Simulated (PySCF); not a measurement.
Cl₄SW, charge -1, multiplicity 2. Atoms are numbered in the order given.

```xyz
6

W      0.0000     0.0000    -0.0715
S      0.0000     0.0000    -2.1853
Cl    -1.6065    -1.6065     0.5921
Cl     1.6065     1.6065     0.5921
Cl     1.6065    -1.6065     0.5921
Cl    -1.6065     1.6065     0.5921
```
Charge -1, spin multiplicity 2.

Geometry: PBE0-D3(BJ)/def2-SVPD. The spin state was assumed, not searched. The isomer is the one that the SMILES or the coordinates give; other isomers of the formula were not compared. The def2 effective core potentials stand for the cores of W; spin–orbit coupling is left out.

Level of theory: PBE/def2-SVPD run with PySCF.

Mulliken values depend strongly on the basis, most of all with diffuse functions as here. ESP charges are fitted to the potential on shells at 1.4 to 2.0 van der Waals radii. Atomic charges (e):

| atom | ESP fit | Mulliken | Mulliken spin |
|---|---|---|---|
| W1 | 0.64 | 2.40 | 0.99 |
| S2 | -0.28 | -0.85 | -0.11 |
| Cl3 | -0.34 | -0.64 | 0.03 |
| Cl4 | -0.34 | -0.64 | 0.03 |
| Cl5 | -0.34 | -0.64 | 0.03 |
| Cl6 | -0.34 | -0.64 | 0.03 |
